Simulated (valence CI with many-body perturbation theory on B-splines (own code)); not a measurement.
Values are calculated unless marked as measured or tabulated.
**V XIX: what the settings do**

Level of theory: valence CI with perturbative core correlation (CI+MBPT): three valence electrons over a frozen Dirac-Fock core [He], radial functions for each j: 6 s, 6 p, 5 d, 3 f, 1 g, with the one-electron correlation potential Σ1 (screened to all orders), the two-electron term Σ2, the three-electron term Σ3, Breit, model QED; selected single and double excitations, second order for the rest, scaled by the run's own slope (own B-spline code, finite nucleus).

No measured levels were compared; by estimate levels of excited configurations hold to 0.05 to 0.15 % of their energy, terms of the ground configuration to about 0.5 %.

The reference run has the lowest level 2s2 2p 2P°_1/2 and an ionisation energy of 1354.30 eV. Its largest variational space holds 4225 state functions.

Names give the largest LS component (configuration and term), which can be under half, so a name can repeat, a term be missing and a line seem to break the LS rules; names also repeat where a configuration has a term twice.

Changed runs:
A. lowest core n in screening and Σ2 1 → 2; factor on the speed of light 1 → 10; QED terms on → off
B. factor on the speed of light 1 → 10; QED terms on → off; scale of Σ2 1 → 1.2
C. scale of Σ1 1 → 0 (bad on purpose)

Excitation energies of the reference run in cm⁻¹, and shifts in cm⁻¹:

```csv
Level,Reference,B,C
2s2 2p 2P°_3/2,68629,-67957,-99
2s 2p2 4P_1/2,331614,-54301,+1296
2s 2p2 4P_3/2,361065,-83524,+1241
2s 2p2 4P_5/2,394015,-116110,+1195
2s 2p2 2D_3/2,597567,-96608,+1206
2s 2p2 2D_5/2,606101,-105151,+1177
2s 2p2 2P_1/2,716878,,+1256
2s 2p2 2S_1/2,789348,,+1148
2s 2p2 2P_3/2,803019,-123674,+1173
2p3 4S°_3/2,1030330,-150858,+2566
2p3 2D°_3/2,1152930,-143636,+2542
2p3 2D°_5/2,1166950,-157674,+2513
Ionisation energy (eV),1354.30,-9.43,-0.31
```

A blank means that the level has no clear partner in that run.

Run A: It gave no result: the setting left no core shell for the response of the core. The program said: "need at least one array to concatenate".
